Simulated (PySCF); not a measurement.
This PySCF input asks for the NMR shieldings of SMILES C#CC(=C)B(F)BCl, C$_{4}$H$_{4}$B$_{2}$ClF; the geometry comes from GFN2-xTB.

```python
import basis_set_exchange as bse
import numpy as np
from pyscf import gto, dft
from pyscf.prop import nmr

atoms = """
C    -0.190431    2.357362    0.655175
C    -0.443847    1.220394    0.364259
C    -0.712799   -0.129804    0.015576
C    -1.969773   -0.503005   -0.274534
B     0.492700   -1.146528   -0.026568
F     0.170821   -2.385292   -0.388177
B     2.051703   -0.696483    0.413618
Cl    3.097638    0.127203   -0.636459
H     0.021567    3.353278    0.908131
H    -2.191944   -1.521978   -0.543477
H    -2.797118    0.189649   -0.252457
H     2.472680   -0.865482    1.503607
"""
names = dict.fromkeys(["C", "B", "F", "Cl", "H"], "pcSseg-1")
basis = {el: gto.basis.parse(bse.get_basis(n, elements=[el], fmt="nwchem")) for el, n in names.items()}
mol = gto.M(atom=atoms, basis=basis, charge=0, verbose=0)
mf = dft.RKS(mol, xc="PBE0")
mf.grids.level = 2
mf.grids.alignment = dft.numint.BLKSIZE   # the property module wants whole blocks of grid points
mf.conv_tol = 1e-9
mf.kernel()

calc = nmr.RKS(mf)   # GIAO
C = mf.mo_coeff
Co = C[:, mf.mo_occ > 0]
resp = mf.gen_response(singlet=True, hermi=2)
def vind(x):   # induced exchange potential for any number of trial vectors
    d = np.einsum("pi,xij,qj->xpq", C, 2 * x.reshape(-1, C.shape[1], Co.shape[1]), Co, optimize=True)
    return np.einsum("xpq,pi,qj->xij", resp(d - d.transpose(0, 2, 1)), C, Co, optimize=True).ravel()
mo1, _ = nmr.rhf.solve_mo1(calc, with_cphf=vind)
sigma = calc.kernel(mo1)
for i, s in enumerate(sigma):   # ppm
    print("%2d %-2s %9.2f" % (i, mol.atom_pure_symbol(i), np.trace(s) / 3))
```

**Question.** Give the expected output.

**Answer.** 
```
 0 C      95.36
 1 C      97.02
 2 C      50.68
 3 C      31.28
 4 B      48.88
 5 F     195.96
 6 B      15.92
 7 Cl    578.38
 8 H      28.85
 9 H      24.71
10 H      24.74
11 H      23.64
```

These numbers come from an equivalent density-fitted implementation of the same equations, which agrees with the script to about 0.01 ppm for H and up to a few tenths of a ppm for heavy atoms, so last digits may differ.

Size and cost of the density-fitted run: 163 basis functions, 82 s wall time (55 s CPU) on 1 thread of an Intel Xeon, shared host; peak memory 0.73 GiB.
